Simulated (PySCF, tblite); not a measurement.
Isomers of C4H4F3O (doublet state), one GFN2-xTB conformer each. Single-point energies are computed at B3LYP/pcH-1 (PySCF, gas phase, no added dispersion term), electronic only. GFN2-xTB treats the open shell by occupation alone, and not every SCF solution was tested for stability.

Question: Rank them by B3LYP/pcH-1 energy, lowest first (kJ/mol).
A. `[CH2:1]/[CH:2]=[CH:3]\[O:4][C:5]([F:6])([F:7])[F:8]` (doublet state) with H–C1–C2–C3 0° and 180°, C2–C3–O4–C5 180°
B. `[F:1][C:2]([F:3])([F:4])[O:5][C:6]1[CH2:7][CH2:8]1` (doublet state) with C2–O5–C6–C7 -134°
C. `[F:1]/[CH:2]=[CH:3]\[O:4][C:5]([F:6])[CH2:7][F:8]` (doublet state) with C2–C3–O4–C5 176°, C3–O4–C5–F6 17°, O4–C5–C7–F8 110°

Answer: A (0.0), B (126.3), C (169.7).

As drawn, the lowest has two fluorines on one carbon, which the highest lacks. GFN2-xTB itself gives, in the same order: 0.0, 70.2, 102.1. Both levels put the same isomer lowest; measured from each level's own lowest isomer, the values differ by up to 67.6 kJ/mol (F/C=C\O[C](F)CF: 102.1 against 169.7).

Q: What happens when harmonic zero-point energies from GFN2-xTB frequencies are added?

A: 
| SMILES | ZPE (kJ/mol) | electronic (kJ/mol) | with ZPE (kJ/mol) |
| --- | --- | --- | --- |
| [CH2]/C=C\OC(F)(F)F | 192.3 | 0.0 | 0.0 |
| FC(F)(F)O[C]1CC1 | 197.1 | 126.3 | 131.1 |
| F/C=C\O[C](F)CF | 192.8 | 169.7 | 170.2 |

The zero-point energies span 4.8 kJ/mol. The order is unchanged.
